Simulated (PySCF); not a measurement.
PySCF input file for C3H7Si, SMILES C1C[SiH]C1 (connectivity only; charge and spin as stated), charge +1, multiplicity 1, TDA-M06-2X/def2-SVPD. The structure is a stationary point at r2SCAN-D4/def2-SVP. The geometry has at least one imaginary mode, so it is a saddle point at that level. The spin state was assumed, not searched. The isomer is the one that the SMILES or the coordinates give; other isomers of the formula were not compared.

```python
import numpy as np
from pyscf import gto, scf, dft, tdscf

mol = gto.M(
    atom='''
    C     1.29942384    0.00440372   -0.00000000
    C     0.32168511   -0.00283130    1.23127122
    Si   -1.03863663    0.00075428    0.00000000
    C     0.32168509   -0.00283131   -1.23127122
    H     1.93565278    0.90082844   -0.00000001
    H     1.95121660   -0.88071687   -0.00000001
    H     0.38222177   -0.88974392    1.89004528
    H     0.38131940    0.87350673    1.90380924
    H    -2.52980310    0.00935615    0.00000002
    H     0.38131939    0.87350673   -1.90380925
    H     0.38222176   -0.88974391   -1.89004528
    ''',
    basis='def2-SVPD',
    charge=1,
    spin=0,
    symmetry=True,
    max_memory=1600,
    verbose=4,
)
mf = dft.RKS(mol, xc='m06-2x').density_fit(auxbasis='def2-universal-jkfit')
mf.grids.level = 4
mf.conv_tol = 1e-9
mf.max_cycle = 100
mf.kernel()
mf.grids = dft.Grids(mol).set(level=2).build(with_non0tab=True)  # coarser grid for the response kernel
td = tdscf.TDA(mf)
td.singlet = True
td.nstates = 10
td.conv_tol = 1e-4
td.positive_eig_threshold = 1e-6
td.kernel(x0=td.get_init_guess(mf, 15))
td.analyze()
tt = tdscf.TDA(mf)
tt.singlet = False
tt.nstates = 4
tt.conv_tol = 1e-4
tt.positive_eig_threshold = 1e-6
tt.kernel(x0=tt.get_init_guess(mf, 9))
tt.analyze(verbose=3)
```

Program output:

```
PySCF version 2.14.0

[INPUT] verbose = 4
[INPUT] num. atoms = 11
[INPUT] num. electrons = 38
[INPUT] charge = 1
[INPUT] spin (= nelec alpha-beta = 2S) = 0
[INPUT] symmetry True subgroup None
[INPUT] Mole.unit = angstrom
[INPUT] Symbol           X                Y                Z      unit          X                Y                Z       unit  Magmom
[INPUT]  1 C      1.299423840000   0.004403720000   0.000000000000 AA    2.455555177331   0.008321824729   0.000000000000 Bohr   0.0
[INPUT]  2 C      0.321685110000  -0.002831300000   1.231271220000 AA    0.607896756251  -0.005350381576   2.326765390859 Bohr   0.0
[INPUT]  3 Si    -1.038636630000   0.000754280000   0.000000000000 AA   -1.962738773641   0.001425382621   0.000000000000 Bohr   0.0
[INPUT]  4 C      0.321685090000  -0.002831310000  -1.231271220000 AA    0.607896718456  -0.005350400474  -2.326765390859 Bohr   0.0
[INPUT]  5 H      1.935652780000   0.900828440000  -0.000000010000 AA    3.657853626453   1.702319036819  -0.000000018897 Bohr   0.0
[INPUT]  6 H      1.951216600000  -0.880716870000  -0.000000010000 AA    3.687264983705  -1.664313677584  -0.000000018897 Bohr   0.0
[INPUT]  7 H      0.382221770000  -0.889743920000   1.890045280000 AA    0.722294464146  -1.681372329797   3.571667942227 Bohr   0.0
[INPUT]  8 H      0.381319400000   0.873506730000   1.903809240000 AA    0.720589231983   1.650688487664   3.597678057016 Bohr   0.0
[INPUT]  9 H     -2.529803100000   0.009356150000   0.000000020000 AA   -4.780635008076   0.017680561080   0.000000037795 Bohr   0.0
[INPUT] 10 H      0.381319390000   0.873506730000  -1.903809250000 AA    0.720589213086   1.650688487664  -3.597678075914 Bohr   0.0
[INPUT] 11 H      0.382221760000  -0.889743910000  -1.890045280000 AA    0.722294445249  -1.681372310900  -3.571667942227 Bohr   0.0

nuclear repulsion = 160.005270993674
point group symmetry = Cs
symmetry origin: [ 9.69090389e-10 -3.39181612e-09 -4.84545168e-10]
symmetry axis x: [1.00000000e+00 7.13906525e-10 1.09669086e-08]
symmetry axis y: [ 7.13906506e-10 -1.00000000e+00  1.65752179e-09]
symmetry axis z: [ 1.09669086e-08 -1.65752155e-09 -1.00000000e+00]
num. orbitals of irrep A' = 85
num. orbitals of irrep A" = 55
number of shells = 62
number of NR pGTOs = 202
number of NR cGTOs = 140
basis = def2-SVPD
ecp = {}


[settings echo left out]
init E= -408.132921270516
HOMO (A') = -0.325342825997855  LUMO (A') = -0.110474712273119  gap/eV = 5.84686
cycle= 1 E= -407.399835006796  delta_E= 0.733  |g|= 0.322  |ddm|= 3.95
HOMO (A') = -0.570684247349888  LUMO (A') = -0.329486930348025  gap/eV = 6.56331
cycle= 2 E= -407.424226010895  delta_E= -0.0244  |g|= 0.223  |ddm|= 1.13
HOMO (A') = -0.568742691681  LUMO (A') = -0.282951415082012  gap/eV = 7.77678
cycle= 3 E= -407.440165705251  delta_E= -0.0159  |g|= 0.0486  |ddm|= 0.491
HOMO (A') = -0.557159316366069  LUMO (A') = -0.274310781082258  gap/eV = 7.69670
cycle= 4 E= -407.440746422533  delta_E= -0.000581  |g|= 0.0179  |ddm|= 0.101
HOMO (A') = -0.560092985807065  LUMO (A') = -0.276937616551589  gap/eV = 7.70505
cycle= 5 E= -407.440837819152  delta_E= -9.14e-05  |g|= 0.00228  |ddm|= 0.0304
HOMO (A') = -0.560065188043305  LUMO (A') = -0.277154717604709  gap/eV = 7.69839
cycle= 6 E= -407.440839743751  delta_E= -1.92e-06  |g|= 0.000644  |ddm|= 0.00711
HOMO (A') = -0.560134669445997  LUMO (A') = -0.277155597829393  gap/eV = 7.70025
cycle= 7 E= -407.440839872336  delta_E= -1.29e-07  |g|= 0.000289  |ddm|= 0.0015
HOMO (A') = -0.560135582671798  LUMO (A') = -0.277172704510669  gap/eV = 7.69981
cycle= 8 E= -407.440839899754  delta_E= -2.74e-08  |g|= 3.55e-05  |ddm|= 0.000567
HOMO (A') = -0.560136969146381  LUMO (A') = -0.277172337061985  gap/eV = 7.69986
cycle= 9 E= -407.440839901055  delta_E= -1.3e-09  |g|= 5.68e-06  |ddm|= 0.000138
HOMO (A') = -0.560136383676004  LUMO (A') = -0.277172063410752  gap/eV = 7.69985
cycle= 10 E= -407.440839901085  delta_E= -2.97e-11  |g|= 1.1e-06  |ddm|= 2.7e-05
HOMO (A') = -0.560136315490477  LUMO (A') = -0.277171919574906  gap/eV = 7.69985
Extra cycle  E= -407.440839901085  delta_E= -6.82e-13  |g|= 4.03e-07  |ddm|= 3.96e-06
converged SCF energy = -407.440839901085
tot grids = 83160
Overwritten attributes  positive_eig_threshold  of <class 'pyscf.tdscf.rks.TDA'>


******** <class 'pyscf.tdscf.rks.TDA'> for <class 'pyscf.df.df_jk.DFSymAdaptedRKS'> ********
nstates = 10 singlet
deg_eia_thresh = 1.000e-03
wfnsym = None
conv_tol = 0.0001
eigh lindep = 1e-12
eigh level_shift = 0
eigh max_cycle = 100


Excitation energies (eV)
[4.20805194 4.48961841 5.94390005 5.9949213  7.3971413  7.68999463
 8.10913743 8.11923411 8.59062881 8.77008654]

** Singlet excitation energies and oscillator strengths **
Excited State   1:   A'      4.20805 eV    294.64 nm  f=0.0019
      19 -> 20       -0.69995
Excited State   2:   A"      4.48962 eV    276.16 nm  f=0.0000
      18 -> 20       -0.69740
Excited State   3:   A'      5.94390 eV    208.59 nm  f=0.0072
      17 -> 20       -0.69741
Excited State   4:   A"      5.99492 eV    206.82 nm  f=0.0000
      16 -> 20        0.69788
Excited State   5:   A"      7.39714 eV    167.61 nm  f=0.0410
      15 -> 20       -0.65487
      18 -> 21        0.17472
      19 -> 22        0.16436
Excited State   6:   A"      7.68999 eV    161.23 nm  f=0.0206
      15 -> 20        0.15704
      19 -> 22        0.67160
Excited State   7:   A"      8.10914 eV    152.89 nm  f=0.0739
      15 -> 20        0.16934
      16 -> 21        0.10759
      18 -> 21        0.66070
Excited State   8:   A'      8.11923 eV    152.70 nm  f=0.0654
      18 -> 22       -0.32092
      19 -> 21        0.61141
Excited State   9:   A'      8.59063 eV    144.32 nm  f=0.0051
      14 -> 20        0.63114
      17 -> 21        0.29027
Excited State  10:   A'      8.77009 eV    141.37 nm  f=0.1122
      13 -> 20        0.17467
      18 -> 22       -0.57066
      19 -> 21       -0.25726
      19 -> 23       -0.18600
      19 -> 24       -0.12414

** Transition electric dipole moments (AU) **
state          X           Y           Z        Dip. S.      Osc.
  1        -0.0044     -0.1348     -0.0000      0.0182      0.0019
  2        -0.0000      0.0000     -0.0024      0.0000      0.0000
  3        -0.2223      0.0000     -0.0000      0.0494      0.0072
  4        -0.0000     -0.0000      0.0022      0.0000      0.0000
  5         0.0000     -0.0000      0.4755      0.2261      0.0410
  6         0.0000     -0.0000     -0.3310      0.1095      0.0206
  7         0.0000      0.0000     -0.6100      0.3721      0.0739
  8        -0.5732      0.0028      0.0000      0.3285      0.0654
  9        -0.0018      0.1557     -0.0000      0.0242      0.0051
 10         0.7226     -0.0149      0.0000      0.5224      0.1122

** Transition velocity dipole moments (imaginary part, AU) **
state          X           Y           Z        Dip. S.      Osc.
  1         0.0002      0.0544      0.0000      0.0030      0.0127
  2         0.0000      0.0000      0.0002      0.0000      0.0000
  3         0.0088     -0.0005      0.0000      0.0001      0.0002
  4         0.0000     -0.0000      0.0004      0.0000      0.0000
  5        -0.0000     -0.0000      0.0225      0.0005      0.0012
  6         0.0000     -0.0000     -0.0401      0.0016      0.0038
  7         0.0000      0.0000     -0.1204      0.0145      0.0324
  8        -0.1130      0.0006      0.0000      0.0128      0.0285
  9        -0.0009      0.0266     -0.0000      0.0007      0.0015
 10         0.1791     -0.0036     -0.0000      0.0321      0.0663

** Transition magnetic dipole moments (imaginary part, AU) **
state          X           Y           Z
  1         0.0000     -0.0000      0.9377
  2        -1.0949      0.0055      0.0000
  3         0.0000     -0.0000      0.0091
  4        -0.0102     -0.0016      0.0000
  5         0.0047      0.2831      0.0000
  6         0.0051      2.3760     -0.0000
  7         0.0018      1.7497     -0.0000
  8         0.0000     -0.0000      0.0156
  9         0.0000      0.0000      0.7367
 10         0.0000      0.0000     -0.0480


******** <class 'pyscf.tdscf.rks.TDA'> for <class 'pyscf.df.df_jk.DFSymAdaptedRKS'> ********
nstates = 4 triplet
deg_eia_thresh = 1.000e-03
wfnsym = None
conv_tol = 0.0001
eigh lindep = 1e-12
eigh level_shift = 0
eigh max_cycle = 100


Excitation energies (eV)
[3.79940874 4.04957481 5.45995828 5.90437368]

** Triplet excitation energies and oscillator strengths **
Excited State   1:   A'      3.79941 eV    326.32 nm  f=0.0000
Excited State   2:   A"      4.04957 eV    306.17 nm  f=0.0000
Excited State   3:   A'      5.45996 eV    227.08 nm  f=0.0000
Excited State   4:   A"      5.90437 eV    209.99 nm  f=0.0000
```

The run converged.

Cost: roughly 5 core-minutes.
